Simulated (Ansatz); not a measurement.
`[NH2][In]([Br])[Br]` + HBr → `[Br][In]([Br])[Br]` + NH₃ at 400 K and 1 bar (ligand exchange at the In–N bond).

Computed with Ansatz on PBE0-D4/def2-TZVP structures; ΔE is electronic, products minus reactants. CBS: MP2 limit from def2 TZ/QZ plus the TZ coupled-cluster correction, frozen cores. This one scheme is used for every species. def2 core potentials past Kr. For Br, In outer-core shells are correlated without core-valence functions, which leaves a few kJ/mol of doubt a bond. Scalar relativity is left out up to krypton. One conformer a species, not always the lowest.

```json
{"species": "`[NH2][In]([Br])[Br]`", "CCSD(T)/CBS energy (Eh)": "-5392.48319", "H − E (kJ/mol)": "100.6", "S (J/(mol·K))": "408.1"}
{"species": "HBr", "CCSD(T)/CBS energy (Eh)": "-2573.91920", "H − E (kJ/mol)": "27.6", "S (J/(mol·K))": "207.2"}
{"species": "`[Br][In]([Br])[Br]`", "CCSD(T)/CBS energy (Eh)": "-7909.93741", "H − E (kJ/mol)": "34.0", "S (J/(mol·K))": "398.7"}
{"species": "NH₃", "CCSD(T)/CBS energy (Eh)": "-56.50880", "H − E (kJ/mol)": "104.2", "S (J/(mol·K))": "203.1"}
```

H − E and S are ideal-gas, rigid-rotor, harmonic terms from PBE0-D4/def2-TZVP, for one conformer and one mirror image of each species. 1 Eh = 2625.50 kJ/mol, R = 8.31446 J/(mol·K).

**Question.** By hand: ΔE, ΔH, ΔS and ΔG.

**Answer.** ΔE = (-7909.93741) + (-56.50880) − (-5392.48319) − (-2573.91920) = -0.04382 Eh = -115.0 kJ/mol. Δ(H − E) = 34.0 + 104.2 − 100.6 − 27.6 = 10.0, so ΔH = -105.0 kJ/mol. ΔS = 398.7 + 203.1 − 408.1 − 207.2 = -13.5 J/(mol·K). ΔG = -105.0 − 400 × (-13.5)/1000 = -99.6 kJ/mol.

**Question.** By hand: the equilibrium constant, and the temperature at which ΔG would vanish if ΔH and ΔS stayed fixed.

**Answer.** log₁₀ K = −ΔG/(RT ln 10) = 13.0. ΔG = 0 at ΔH/ΔS = 7778 K, far beyond where these terms or the molecules hold.

The number of gas molecules stays the same, so ΔS is small and ΔH decides. A doubt of 5 kJ/mol in ΔE shifts log₁₀ K by 0.7 here. Other conformers and mirror images would add mixing entropy, several J/(mol·K) or more a flexible species. These are equilibria of isolated gas molecules and say nothing of rates. Largest T1 diagnostic: 0.011 (customary marks: 0.02 for closed shells, 0.045 for open ones).
